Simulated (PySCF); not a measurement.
# Electron correlation in Br²⁺ (bromine, charge +2)

[Ar] 3d10 4s1 4p4, high-spin 4P determinant (an excited configuration). All numbers are calculated (PySCF 2.14, the spin-free X2C one-electron Hamiltonian (Gaussian nucleus), in aug-cc-pVQZ-DK (8s7p5d3f2g, 93 functions)). Frozen: [Ar] 3d10; 5 electrons correlated.

```json
{"level": "CCSD", "correlation energy (mhartree)": "-117.29"}
{"level": "(T)", "correlation energy (mhartree)": "-6.83"}
{"level": "CCSD(T)", "correlation energy (mhartree)": "-124.12"}
```

Diagnostics: T1 = 0.012, D1 = 0.0289, largest double amplitude 0.183.

A double-excitation amplitude exceeds 0.15, a sign of near-degeneracy.

Cost of the coupled-cluster step: about 28 core-seconds, for 5 correlated electrons.

Iterations:

```
CC2 = 0
CCSD nocc = (np.int64(4), np.int64(1)), nmo = (79, 79)
frozen orbitals [[0, 1, 2, 3, 4, 5, 6, 7, 8, 9, 10, 11, 12, 13], [0, 1, 2, 3, 4, 5, 6, 7, 8, 9, 10, 11, 12, 13]]
max_cycle = 100
direct = 0
conv_tol = 1e-08
conv_tol_normt = 1e-06
diis_space = 8
diis_start_cycle = 0
Init t2, MP2 energy = -0.0869117416607697
Init E_corr(UCCSD) = -0.0869117416724836
cycle = 1  E_corr(UCCSD) = -0.102571585770158  dE = -0.0156598441  norm(t1,t2) = 0.073047
cycle = 2  E_corr(UCCSD) = -0.108504387524257  dE = -0.00593280175  norm(t1,t2) = 0.0449498
cycle = 3  E_corr(UCCSD) = -0.117442488085622  dE = -0.00893810056  norm(t1,t2) = 0.0300658
cycle = 4  E_corr(UCCSD) = -0.117015866385586  dE = 0.0004266217  norm(t1,t2) = 0.00440301
cycle = 5  E_corr(UCCSD) = -0.117463633350842  dE = -0.000447766965  norm(t1,t2) = 0.00156536
cycle = 6  E_corr(UCCSD) = -0.117241259200168  dE = 0.000222374151  norm(t1,t2) = 0.000795018
cycle = 7  E_corr(UCCSD) = -0.117272252535396  dE = -3.09933352e-05  norm(t1,t2) = 0.000355871
cycle = 8  E_corr(UCCSD) = -0.117284129741193  dE = -1.18772058e-05  norm(t1,t2) = 0.000154932
cycle = 9  E_corr(UCCSD) = -0.117290299109424  dE = -6.16936823e-06  norm(t1,t2) = 0.000243205
cycle = 10  E_corr(UCCSD) = -0.117285248634282  dE = 5.05047514e-06  norm(t1,t2) = 3.54798e-05
cycle = 11  E_corr(UCCSD) = -0.117285165148731  dE = 8.34855502e-08  norm(t1,t2) = 1.38013e-05
cycle = 12  E_corr(UCCSD) = -0.117285425132295  dE = -2.59983563e-07  norm(t1,t2) = 6.14507e-06
cycle = 13  E_corr(UCCSD) = -0.117285342077448  dE = 8.30548464e-08  norm(t1,t2) = 1.60797e-06
cycle = 14  E_corr(UCCSD) = -0.117285340966574  dE = 1.11087432e-09  norm(t1,t2) = 3.98595e-07
UCCSD converged
E(UCCSD) = -2602.915046697486  E_corr = -0.1172853409665741
UCCSD(T) correction = -0.00682650673251977
```
